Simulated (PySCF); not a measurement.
SMILES CC(C)(C)[Te]F, singlet, GFN2-xTB optimised geometry.

```
15

Te     0.03    -1.90     0.00
F      2.03    -1.90     0.00
C     -0.04     0.30     0.00
C      0.68     0.81     1.24
C      0.64     0.81    -1.26
C     -1.51     0.67     0.02
H      0.68     1.90     1.25
H      1.71     0.46     1.25
H      0.18     0.45     2.15
H      1.67     0.46    -1.30
H      0.12     0.46    -2.15
H      0.64     1.90    -1.27
H     -2.03     0.28    -0.85
H     -2.00     0.28     0.91
H     -1.62     1.76     0.02
```

Density from CAM-B3LYP/def2-TZVP, def2 effective core potentials past Kr (PySCF) at that geometry. The core electrons that the potentials of Te replace are not part of the density.

Minimum of the electron density along straight lines between bonded atoms, close to the bond critical point (lines longer than 1.1 times the sum of covalent radii, or with two minima, are not listed):

| bond | length / Å | ρ at the minimum / e bohr⁻³ | ∇²ρ there / e bohr⁻⁵ | position (fraction from the first atom) |
|---|---|---|---|---|
| Te1–F2 | 2.001 | 0.107 | … | 0.51 |
| Te1–C3 | 2.199 | 0.113 | … | 0.53 |
| C3–C4 | 1.518 | 0.254 | -0.65 | 0.51 |
| C3–C5 | 1.518 | 0.254 | -0.65 | 0.51 |
| C3–C6 | 1.519 | 0.252 | -0.64 | 0.51 |
| C4–H7 | 1.090 | 0.278 | -0.95 | 0.64 |
| C4–H8 | 1.088 | 0.282 | -0.98 | 0.64 |
| C4–H9 | 1.089 | 0.281 | -0.97 | 0.64 |
| C5–H10 | 1.088 | 0.282 | -0.98 | 0.64 |
| C5–H11 | 1.089 | 0.281 | -0.97 | 0.64 |
| C5–H12 | 1.090 | 0.278 | -0.95 | 0.64 |
| C6–H13 | 1.089 | 0.280 | -0.97 | 0.64 |
| C6–H14 | 1.089 | 0.280 | -0.97 | 0.64 |
| C6–H15 | 1.090 | 0.278 | -0.96 | 0.64 |

Problem. Complete the blanks.

Solution. 
- Te1–F2, ∇²ρ there / e bohr⁻⁵: 0.34
- Te1–C3, ∇²ρ there / e bohr⁻⁵: -0.05
